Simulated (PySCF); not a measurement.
A calculated (UHF, PySCF 2.14, x2c-SVPall, scalar relativity by spin-free X2C-1e) atom or ion has these occupied shells.

```
shell  electrons  orbital energy (eV)  rms radius, mean of both spins (bohr)
 1s α          1             -12745.5                                 0.0508
 1s β          1             -12745.1                                 0.0508
 2s α          1              -1706.3                                  0.212
 2s β          1              -1706.1                                  0.212
 2p α          3              -1497.6                                  0.189
 2p β          3              -1497.2                                  0.189
 3s α          1              -261.42                                  0.613
 3s β          1              -260.81                                  0.613
 3p α          3              -193.77                                  0.636
 3p β          3              -192.94                                  0.636
 3d α          5              -81.247                                  0.697
 3d β          5              -80.825                                  0.697
 4s α          1              -36.699                                   1.91
 4s β          1              -28.335                                   1.91
 4p α          3              -21.463                                   2.30
```

(1) Name the element and its charge.

Answers

(1) Se⁺ (selenium, charge +1), in [Ar] 3d10 4s2 4p3, high-spin 4S determinant.
